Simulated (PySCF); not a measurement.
An unknown is described by computed data only.

Elements present: C, H, N and O. Monoisotopic mass: 123.0684 u.

- Dipole: 3.38 D [PBE0/pcSseg-1]
- Rotational structure: rotational constants A, B, C: 2.192, 1.515, 0.961 GHz [GFN2-xTB]
- NMR, other nuclei: isotropic shieldings of nuclei other than C and H, by class: -152 (1 N), -56 (1 O) ppm [GIAO PBE0/pcSseg-1]
- 1H NMR: chemical shifts (computed TMS as zero) by class: 8.09 (1 H), 6.87 (1 H), 6.63 (1 H), 5.83 (1 H), 2.55 (2 H), 1.16 (3 H) ppm [GIAO PBE0/pcSseg-1]
- 13C NMR: chemical shifts (computed TMS as zero) by class: 171.7 (1 C), 155.5 (1 C), 127.6 (1 C), 127.3 (1 C), 124.8 (1 C), 20.5 (1 C), 20.5 (1 C) ppm [GIAO PBE0/pcSseg-1]

Electronic properties: PySCF, gas phase, density fitting. Levels stand in brackets. Geometry: GFN2-xTB, one conformer, isolated molecule. NMR values are class means; diastereotopic atoms form classes of their own.

Question: Which formula fits the mass and the elements?

Answer: C7H9NO (calculated 123.0684). No other formula that holds each of these elements comes within 0.0003 u with a fitting electron parity and a possible valence count.

Question: Propose a structure and show how it fits.

Answer: Numbering: `[CH2:1]=[CH:2][c:3]1[o:4][n:5][cH:6][c:7]1[CH2:8][CH3:9]`. Its formula, C7H9NO, gives 4 degrees of unsaturation: 1 ring and 3 π bonds in the structure found (Kekulé form). 7 carbons fall into 7 classes; from least to most shielded: substituted aromatic carbon [C3] (171.7 ppm), aromatic CH next to a ring nitrogen [C6] (155.5 ppm), alkene CH carbon [C2] (127.6 ppm), substituted aromatic carbon [C7] (127.3 ppm), terminal =CH2 carbon [C1] (124.8 ppm), benzylic-type carbon [C8] (20.5 ppm), methyl carbon [C9] (20.5 ppm). Hydrogen classes from least to most shielded: 1 H on an aromatic CH next to a ring nitrogen, C6 (8.09 ppm), 1 H on an alkene CH carbon, C2 (6.87 ppm), 1 H on a terminal =CH2 carbon, C1 (6.63 ppm), 1 H on a terminal =CH2 carbon, C1 (5.83 ppm), 2 H on a benzylic-type carbon, C8 (2.55 ppm), 3 H on a methyl carbon, C9 (1.16 ppm). The other shieldings belong to: -152 ppm, pyridine-type nitrogen [N5]; -56 ppm, ring oxygen [O4]. The optimised geometry has point group C1 and is an asymmetric top. Structure: `C=Cc1oncc1CC`. Computed isomers that give other values at the same levels: `NC(=O)C1=CCCC=C1` (13C chemical shifts (computed TMS as zero) by class: 168.3 (1 C), 144.7 (1 C), 136.9 (1 C), 135.7 (1 C), 129.7 (1 C), 26.4 (1 C), 25.3 (1 C) ppm); `C#CC(=O)NCC1CC1` (13C chemical shifts (computed TMS as zero) by class: 154.3 (1 C), 82.4 (1 C), 79.9 (1 C), 45.4 (1 C), 16.6 (1 C), 5.8 (2 C) ppm); `COCc1cccnc1` (13C chemical shifts (computed TMS as zero) by class: 154.2 (1 C), 152.0 (1 C), 140.1 (1 C), 139.7 (1 C), 128.4 (1 C), 76.4 (1 C), 61.5 (1 C) ppm). The assignments are read from this structure; whether some other isomer fits the data as well wasn't checked.

The values belong to the conformer `[CH2:1]=[CH:2][c:3]1[o:4][n:5][cH:6][c:7]1[CH2:8][CH3:9]`: C1–C2–C3–O4 -1°, C6–C7–C8–C9 -94°.
